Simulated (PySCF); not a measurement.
Computed IR spectrum (relative IR intensity) of a molecule C4H7FSi. Geometry optimised at ωB97X-D3(BJ)/def2-SVP. One conformer was computed; it need not be the lowest. Computed with ωB97X-D3(BJ)/def2-SVP in PySCF 2.14.0. Frequencies are harmonic and unscaled.

Lines under 2 % of the strongest are left out, and lines within 2 cm⁻¹ are merged.

| ν (cm⁻¹) | relative intensity |
|---|---|
| 418 | 4.5 |
| 453 | 3.1 |
| 662 | 14 |
| 694 | 4.2 |
| 714 | 11 |
| 826 | 2.0 |
| 938 | 100 |
| 951 | 16 |
| 960 | 8.3 |
| 970 | 32 |
| 1052 | 3.7 |
| 1107 | 42 |
| 1217 | 3.4 |
| 1294 | 7.8 |
| 1332 | 7.1 |
| 1440 | 4.0 |
| 1782 | 3.6 |
| 2270 | 65 |
| 2276 | 36 |

Problem. Which structure fits?
A. C=C/C=C(\F)[SiH3]
B. C[Si@@H]1CC=C1F
C. C#C[C@@H](C)[SiH2]F
D. C[SiH2]C=C=CF

Solution. A, C=C/C=C(\F)[SiH3]
